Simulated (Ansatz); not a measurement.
`B[SiH]([GeH3])C=O` + `NBCF` → `N[B]([GeH3])CF` + `B[SiH2]C=O`  (formal exchange of groups at a Ge–Si bond)

Isolated molecules relaxed with PBE0-D4/def2-TZVP in Ansatz; ΔE leaves out vibrations. CCSD(T)/CBS adds triple-zeta CCSD(T) − MP2 to the extrapolated MP2 energy (def2 sets, frozen cores). For Ge outer-core shells are correlated without core-valence functions, which leaves a few kJ/mol of doubt a bond. Scalar relativity is left out up to krypton. Each species was taken in one conformer, which may not be the lowest.

```json
{"level": "SCS-MP2/def2-TZVPP", "ΔE (kJ/mol)": "44.5"}
{"level": "MP2/def2-QZVPP", "ΔE (kJ/mol)": "49.0"}
```

**Question.** What does CCSD(T)/CBS give? (Estimate.)

**Answer.** Computed: +46.2 kJ/mol. The listed levels differ from it by -1.7, 2.8 kJ/mol.

Largest T1 diagnostic among the species: 0.016.

In def2-TZVPP, CCSD(T) changes the Hartree–Fock value by +6.7 kJ/mol (the triples alone add +2.1 kJ/mol) and MP2 by +9.6 kJ/mol.
